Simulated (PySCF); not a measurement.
**How the functional moves excitation energies**

Compound: C3H3F3O2.
SMILES: `O1C(O[C@H]([C@@H]1F)F)F`

Linear-response calculations in the def2-SVPD basis (PySCF; singlets by full response, triplets Tamm–Dancoff, core orbitals frozen in the response; HF means time-dependent Hartree–Fock). 'Strongest' is the level of largest summed f among the singlets computed (10 roots, of which the last may lack a degenerate partner); it can jump between rows when another state enters that window. S1 is the lowest singlet of each run and needn't be the same state throughout; f(S1) is that of one state. Geometry: PBE0-D3(BJ)/def2-SVP, one conformer, isolated molecule.

```tsv
functional	kind	S1 (eV)	f(S1)	strongest (eV)	T1 (eV)	HOMO (eV)	gap (eV)	ionisation energy, ΔSCF (eV)
LDA	LDA	8.56	0.045	8.56	8.39	-8.56	8.50	11.77
B3LYP	global hybrid, 20% exact exchange	9.27	0.060	9.27	9.09	-9.87	10.23	12.39
PBE0	global hybrid, 25% exact exchange	9.57	0.068	9.57	9.26	-10.12	10.79	12.36
BHandHLYP	global hybrid, 50% exact exchange	10.38	0.063	10.38	9.98	-11.83	12.89	12.67
CAM-B3LYP	range-separated hybrid	9.76	0.057	9.76	9.45	-11.65	12.86	12.70
wB97X-D	range-separated hybrid	10.01	0.042	11.08	9.64	-12.07	14.33	12.56
LC-wPBE	range-separated hybrid	10.19	0.015	10.36	9.66	-12.96	15.20	12.83
HF	Hartree–Fock	11.71	0.065	12.84	10.91	-14.47	16.91	not settled
```

Question: What does PBE (GGA) give?

Answer: S1 (eV) 8.39, f(S1) 0.037, strongest (eV) 8.83, T1 (eV) 8.28, HOMO (eV) -8.37, gap (eV) 8.36, ionisation energy, ΔSCF (eV) 11.76. S1 runs from 8.39 eV (PBE) to 11.71 eV (HF), a spread of 3.32 eV, while the orbital gap spreads over 8.6 eV. Along PBE (0%), B3LYP (20%), PBE0 (25%), BHandHLYP (50%), HF (100%) S1 rises with the share of exact exchange. −ε(HOMO) comes closest to its own ΔSCF ionisation energy with LC-wPBE (+0.12 eV) and misses most with PBE (-3.39 eV). 'Not settled' means that the ion's SCF failed to converge or may have ended in another state than the lowest.

Without π bonds the low states are Rydberg-like; a valence basis with one diffuse set may place them up to an eV too high.
